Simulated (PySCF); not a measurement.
# Which element holds O most strongly?

PBE0 in PySCF with def2-TZVPPD on every atom (core potentials on Ru), for the lowest determinant that a PBE0 search found; no spin–orbit coupling. D0 is De less the harmonic zero-point energy.

```json
{"M": "B", "state (unpaired electrons)": "doublet (σ ↑)", "Re (Å)": "1.201", "ωe (cm⁻¹)": "1933", "D0(MO) (eV)": "8.33"}
{"M": "Ru", "state (unpaired electrons)": "quintet (σ ↑, π ↑↑, δ ↑)", "Re (Å)": "1.688", "ωe (cm⁻¹)": "933", "D0(MO) (eV)": "4.73"}
{"M": "Al", "state (unpaired electrons)": "doublet (σ ↑)", "Re (Å)": "1.619", "ωe (cm⁻¹)": "967", "D0(MO) (eV)": "5.00"}
{"M": "As", "state (unpaired electrons)": "doublet (π ↑)", "Re (Å)": "1.615", "ωe (cm⁻¹)": "1033", "D0(MO) (eV)": "4.70"}
{"M": "Si", "state (unpaired electrons)": "singlet (closed shell)", "Re (Å)": "1.508", "ωe (cm⁻¹)": "1272", "D0(MO) (eV)": "7.83"}
{"M": "Ga", "state (unpaired electrons)": "doublet (σ ↑)", "Re (Å)": "1.705", "ωe (cm⁻¹)": "741", "D0(MO) (eV)": "4.14"}
{"M": "C", "state (unpaired electrons)": "singlet (closed shell)", "Re (Å)": "1.123", "ωe (cm⁻¹)": "2238", "D0(MO) (eV)": "10.93"}
```

Question: Order the elements by D0 and give the energy of AsO + Ru → RuO + As.

Answer: C > B > Si > Al > Ru > As > Ga; ΔE = 4.70 − 4.73 = -0.03 eV at PBE0/def2-TZVPPD. Close neighbours can swap at other levels.

The metal atom is held in its measured ground configuration; semilocal functionals can put another filling of s and d lower by some tenths of an eV, and De to that atom would be smaller. These are scalar-relativistic numbers at best; spin–orbit coupling would shift them, the dissociation energy most. States were picked by a PBE0 search and need not be the measured ground states. With d or f electrons several states lie close, and the lowest PBE0 determinant need not be the measured ground state.
